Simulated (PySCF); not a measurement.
Simulated C 1s region for `B1CCCC1`, binding energy against the vacuum level.

Every computed line was given a Gaussian of 0.8 eV full width at half maximum and an area set by the number of equivalent atoms; the highest printed point is 100. Computed, not measured: delta-SCF UKS SCAN, pcX-2 on the ionised atom, pcseg-1 elsewhere, spin-free X2C (PySCF).

binding energy (eV), intensity and a bar:
```
    288.8          0 
    288.9          1 
    289.0          1 
    289.1          3 #
    289.2          6 ##
    289.3         10 ###
    289.4         18 #####
    289.5         28 ########
    289.6         41 ############
    289.7         55 #################
    289.8         70 #####################
    289.9         84 #########################
    290.0         94 ############################
    290.1         99 ##############################
    290.2        100 ##############################
    290.3         95 #############################
    290.4         86 ##########################
    290.5         73 ######################
    290.6         58 #################
    290.7         43 #############
    290.8         30 #########
    290.9         19 ######
    291.0         12 ###
    291.1          6 ##
    291.2          3 #
    291.3          1 
    291.4          1 
    291.5          0
```

**Question.** How many maxima does the curve show, and how many computed lines lie under it?

**Answer.** The curve has 1 maximum (at 290.2 eV). Under it lie 2 lines from 2 inequivalent carbon sites. At this width some lines have no maximum of their own.

**Question.** Decompose the envelope and assign each component. Numbering: `[BH:1]1[CH2:2][CH2:3][CH2:4][CH2:5]1`.

**Answer.** 
```tsv
position (eV)	relative area	line	atoms	environment
289.95	2	C 1s	C2/C5	sp3 carbon bound to boron
290.37	2	C 1s	C3/C4	ring CH2 carbon
```

**Question.** What are the centre and the root-mean-square width of the whole band?

**Answer.** The area-weighted mean of the lines is 290.16 eV. Their own spread about it is 0.21 eV (rms) and each Gaussian has σ = 0.8/2.355 = 0.34 eV; the variances add, which gives 0.40 eV.

**Question.** Above which line width would these two lines show one maximum?

**Answer.** Two equal Gaussians merge once their distance is under 2σ = FWHM/1.177. With 0.42 eV between them that is a full width over 0.49 eV.

The listed C 1s values span 0.42 eV, from C2/C5 (bonded to C, 2 H and B) to C3/C4 (bonded to 2 C and 2 H). Summing the Pauling electronegativity differences to the bonded atoms, each weighted by its formal bond order, gives -1.21 for the lowest site and -0.70 for the highest.

The curve has no shake-up lines and no vibrational structure. The first atom of each set that the bonding makes equivalent was ionised and stands for the set. Isolated species at its PBE0-D3(BJ)/def2-SVP geometry (one conformer only).

Hardware: an x86-64 server with one thread, on a shared host. Cost: 16 s wall.
